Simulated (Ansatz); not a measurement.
The cluster Al₂Cu₆, relaxed as a singlet with RKS r2SCAN-D4/def2-SVP in Ansatz, starting from the GFN1-xTB geometry. Force threshold 0.03 eV/Å.

The restricted singlet is unstable towards broken spin symmetry in Hartree–Fock (as tested in another run); at r2SCAN-D4/def2-SVP this wasn't settled. The structure comes from a short search, and lower isomers may exist.

Start:

```xyz
8

Al    1.221   -0.754    0.399
Al   -0.824   -1.735    1.668
Cu    1.639    2.096   -0.339
Cu   -1.231   -0.711   -1.140
Cu   -1.327   -2.976   -0.684
Cu    0.829    1.852    1.883
Cu    0.347    1.018   -1.987
Cu   -0.655    1.210    0.200
```

Q: Estimate the energy that the relaxation releases and the steps that it takes.

A: 203.3 kJ/mol, in 12 steps; 2.7 min on 4 threads of Arm Neoverse V2 on a shared host. No frequencies were taken in this run, so the end may be a saddle point.

Q: Does the start keep its bonding?

A: Bonds lost: Al1–Al2 (atoms count from 1). Bonds formed: Al2–Cu6, Al2–Cu8 (atoms count from 1). Metal–metal contacts that move far: Al1–Cu7 3.10 to 2.34 Å, Al1–Cu6 3.02 to 2.40 Å, Al1–Cu3 2.97 to 2.36 Å.

Q: Predict the relaxed structure.

A: 
```
atom   x (Å)   y (Å)   z (Å)
 Al1   1.455  -0.122  -0.274
 Al2  -0.806  -1.185   1.487
 Cu3   1.307   2.217   0.012
 Cu4  -0.652  -1.013  -1.083
 Cu5  -1.639  -2.797   0.051
 Cu6   0.639   0.724   1.814
 Cu7   0.482   1.103  -2.011
 Cu8  -0.785   1.073   0.002
```
Bond lengths (bridged metal pairs left out): 9 × Al–Cu 2.31 to 2.70 Å; 8 × Cu–Cu 2.33 to 2.57 Å.
